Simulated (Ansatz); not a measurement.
Input file for Ansatz (a program for electronic structure): R-RI-MP2/aug-cc-pVTZ on H2 (SMILES [H][H]) with ghost functions. Files ending in .json are basis or fitting sets from the Basis Set Exchange.

Ansatz 0.2 input:
```yaml
crystal:
  periodic: [false, false, false]
  atoms:
    - {symbol: H, position_ang: [0.17127357, -0.04073139, 0.52810902]}
    - {symbol: H, position_ang: [0.20180037, -0.44200840, -0.09890561]}
basis:
  gaussian:
    orbitals: aug-cc-pVTZ
    fitting: {mean_field: def2-universal-JKFIT, correlation: aug-cc-pVTZ-RIFIT.json}
    ghost_atoms:
      - {symbol: C, position_ang: [-0.46069649, 1.24271267, 3.26602448]}
      - {symbol: C, position_ang: [0.36902423, 0.24270324, 3.53531502]}
      - {symbol: C, position_ang: [0.00982848, -1.20821130, 3.49781972]}
      - {symbol: H, position_ang: [-1.49478354, 1.06259288, 2.99337619]}
      - {symbol: H, position_ang: [-0.13910675, 2.27532127, 3.30859666]}
      - {symbol: H, position_ang: [1.39712374, 0.47295065, 3.80295777]}
      - {symbol: H, position_ang: [0.18134505, -1.67954934, 4.46972267]}
      - {symbol: H, position_ang: [-1.03633724, -1.35345457, 3.22538446]}
      - {symbol: H, position_ang: [0.62952508, -1.74567844, 2.77416316]}
magnetization: {spin_polarized: false}
correlation: {method: mp2, electrons: outside_noble_gas}
scf: {lower_state_search: off}
```

It printed:

```
WARN ansatz: RAYON_NUM_THREADS=1 ignored (pool sized by the plan → 1); use --threads N
Functional definition: HF
these checks for a lower state are left out or cut short: stability, starts, cluster_reference, orbital_swaps, neighbouring_geometries, increment
integrals: 0.31 GiB planned
369 factors; integrals over basis functions are off by at most 1.1e0 eV
mean field: 0.53 GiB planned
mean field evaluation 1: about -30.7398 eV, gradient 3.6e0 eV
mean field evaluation 2: about -30.8258 eV, gradient 8.1e-1 eV
mean field evaluation 4: about -30.8306 eV, gradient 6.6e-5 eV
mean field -30.83056529 eV, -1.1330023768 hartree, gradient 5.9e-7 eV, S^2 0.000000; 0 other end points of the search recorded, 0 dependent functions left out
686 factors; their error is unknown
reference -30.83056529 eV, -1.1330023768 hartree; 1, 1 occupied and 321, 321 virtual orbitals, 686 factors
second order -0.87172196 eV of doubles, -0.00000000 eV of singles
Total energy: -31.70228725 eV, -1.1650375678 hartree
Checks for a lower state left out: stability, starts, cluster_reference, orbital_swaps, neighbouring_geometries, increment
```

Self-consistency was reached.

Cost: about 2.1 core-seconds (a rough figure).
